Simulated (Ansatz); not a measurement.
Diatomic AlS+, multiplicity 3 (lowest of 2S+1 = 1, 3, 5 at CCSD(T)/def2-TZVPP on PBE0 minima; our sources give no spin for the ground state, which may be another).

Constants: fifth-degree fit in 1/R to seven points, most abundant isotopes. Runs in def2 and cc sets follow the lowest solution found near the PBE0 minimum.

Run with Ansatz (Gaussian orbitals). Each number belongs to the level named beside it.

Energies at wB97M-V/def2-TZVPP:

```
R (Å)       E (hartree)
--------  -------------
2.025212  -640.25647773
2.079653  -640.26076180
2.129739  -640.26287895
2.186358  -640.26365804
2.242977  -640.26316818
2.308306  -640.26153118
2.384524  -640.25878579
```

Task: With a reduced mass of 14.6328 u, find the minimum, the force constant and the constants.

Result: A fifth-degree polynomial in 1/R puts the minimum at r_e = 2.1897 Å with force constant 168 N/m. Then ω_e = (1/2πc)√(k/μ) = 442 cm⁻¹ and B_e = h/(8π²cμr_e²) = 0.2403 cm⁻¹; the cubic and quartic terms give α_e = 0.0026 and ω_e x_e = 5.9 cm⁻¹.

Ansatz is an electronic-structure program.
